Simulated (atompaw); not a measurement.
Cutoff test, boron, PAW (atompaw)

boron, PAW, made with atompaw 4.2.0.5 (PBE, scalar-relativistic). Core [He], reference 2s2 2p1. Waves: 2s (bound): rc 2.45 bohr; 2s channel at -0.35 Ry: rc 1.25 bohr; 2p (bound): rc 2.45 bohr; 2p channel at 0.15 Ry: rc 2.45 bohr. Local part: troulliermartins scheme with l = 2 at 0 Ry, radius 1.95 bohr. Core correction: smooth core density matched at 1.80 bohr. Augmentation charge: gaussian compensation charge, radius 2.40 bohr; PAW radius 2.45 bohr; waves and projectors: custom rrkj vanderbiltortho.

The pseudo-atom Hamiltonian at the reference potential is diagonalised in spherical Bessel functions j_l(qr) that vanish at 20 bohr, with q² up to the cutoff. All-electron valence levels (Ry): 2s -0.6941, 2p -0.2651.

Task: How do the lowest levels (Ry) of each channel move with the cutoff, and are there ghosts?

Result:

```csv
cutoff (Ry),s #1,p #1,d #1,f #1,f #2,Σ f·Δε (mRy)
8,-0.6939,-0.2559,0.0661,0.1129,0.2439,9.5
10,-0.6940,-0.2632,0.0661,0.1129,0.2439,2.0
12,-0.6940,-0.2648,0.0661,0.1129,0.2439,0.3
15,-0.6940,-0.2650,0.0661,0.1129,0.2439,0.1
18,-0.6941,-0.2650,0.0661,0.1129,0.2439,0.1
400,-0.6941,-0.2651,0.0661,0.1129,0.2439,0.0
```

Result: no extra level below or beside the all-electron valence levels (s, p, d, f tested); 10 mRy is reached at 8 Ry and 1 mRy at 12 Ry.
